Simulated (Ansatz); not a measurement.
Input (CCSDT(Q)/def2-SVP; Ansatz, a first-principles code):

Ansatz 0.2 input:
```yaml
crystal:
  periodic: [false, false, false]
  atoms:
    - {symbol: Sn, position_ang: [-0.03747008, -0.28086828, 0.01409710]}
    - {symbol: F, position_ang: [1.55898433, 0.68682606, -0.44708684]}
    - {symbol: F, position_ang: [-1.31912142, 1.11113868, 0.35684494]}
    - {symbol: H, position_ang: [0.26281309, -1.05085526, 1.49551871]}
    - {symbol: H, position_ang: [-0.54807524, -1.08741321, -1.38819658]}
basis:
  gaussian:
    orbitals: def2-SVP
magnetization: {spin_polarized: false}
correlation: {method: ccsdt_q, electrons: outside_noble_gas}
```

Output:

```
Functional definition: HF
integrals: 0.06 GiB planned
1260 factors; integrals over basis functions are off by at most 2.2e-7 eV
mean field: 0.26 GiB planned
mean field evaluation 1: about -11242.0451 eV, gradient 4.0e1 eV
mean field evaluation 2: about -11242.1289 eV, gradient 4.0e1 eV
mean field evaluation 4: about -11245.2473 eV, gradient 1.7e0 eV
mean field evaluation 8: about -11245.2760 eV, gradient 1.0e-1 eV
mean field evaluation 16: about -11243.9546 eV, gradient 2.9e1 eV
mean field -11245.27608309 eV, -413.2562737317 hartree, gradient 1.4e-6 eV, S^2 0.000000; 0 other end points of the search recorded, 0 dependent functions left out
11 core orbitals not correlated, not the lowest: weight in the atoms' cores, before any rotation towards them, 0.753 or more for the frozen orbitals, at most 0.243 for the correlated occupied ones
reference -11245.27608309 eV, -413.2562737317 hartree; 10, 10 occupied and 43, 43 virtual orbitals, 1260 factors
second order -12.69488206 eV of doubles, -0.00000000 eV of singles
coupled cluster: 0.93 GiB planned
cycle   1  -12.70446373 eV  change   -9.6e-3 eV  update   1.1e-1
cycle   2  -13.10090196 eV  change   -4.0e-1 eV  update   6.0e-2
cycle   3  -13.33567980 eV  change   -2.3e-1 eV  update   2.3e-2
cycle   4  -13.33966256 eV  change   -4.0e-3 eV  update   8.4e-3
cycle   5  -13.32595966 eV  change    1.4e-2 eV  update   4.2e-3
cycle   6  -13.32686671 eV  change   -9.1e-4 eV  update   1.3e-3
cycle   7  -13.32869418 eV  change   -1.8e-3 eV  update   6.1e-4
cycle   8  -13.32861559 eV  change    7.9e-5 eV  update   2.5e-4
cycle   9  -13.32835239 eV  change    2.6e-4 eV  update   1.0e-4
cycle  10  -13.32835920 eV  change   -6.8e-6 eV  update   4.1e-5
cycle  11  -13.32835565 eV  change    3.6e-6 eV  update   2.0e-5
cycle  12  -13.32834369 eV  change    1.2e-5 eV  update   9.7e-6
cycle  13  -13.32834515 eV  change   -1.5e-6 eV  update   3.5e-6
cycle  14  -13.32834689 eV  change   -1.7e-6 eV  update   1.3e-6
perturbative correction -0.03251123 eV, -0.0011947657 hartree
Total energy: -11258.63694121 eV, -413.7472762112 hartree
```
